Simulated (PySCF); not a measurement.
## GeI and its ions

PBE0; basis Ge cc-pVDZ-PP with ECP10, I cc-pVDZ-PP with ECP28; scalar-relativistic core potentials; PySCF 2.14. Neutral (UKS): doublet (π ↑), Re = 2.547 Å, ωe = 242 cm⁻¹, De = 3.12 eV, HOMO -5.16 eV, LUMO -3.24 eV.

GeI⁺ (UKS): singlet (closed shell), Re = 2.415 Å, ωe = 303 cm⁻¹, De = 3.84 eV to Ge⁺ + I. The energies at the minima are -590.28234 hartree for GeI and -590.01895 for GeI⁺.

Problem. Work out the adiabatic ionisation energy, without and with harmonic zero-point energies (1 hartree = 27.2114 eV, 1 eV = 8065.5 cm⁻¹), and the change of the bond length.

Solution. At PBE0: 0.26339 hartree = 7.167 eV between the minima; the zero-point term (303.0 − 242.0)/2 cm⁻¹ = +0.004 eV makes it 7.171 eV. Re changes by -13.2 pm against the neutral. The electron leaves a π orbital, and the shorter bond of the ion fits an antibonding orbital, or a change in how ionic the bond is.

Spin–orbit coupling is left out, which matters for elements this heavy, above all for dissociation energies. For an ion De counts to the pair picked by the measured ionisation energies or electron affinities, which need not be the lowest pair at this level. States were picked by a PBE0 search and need not be the measured ground states.
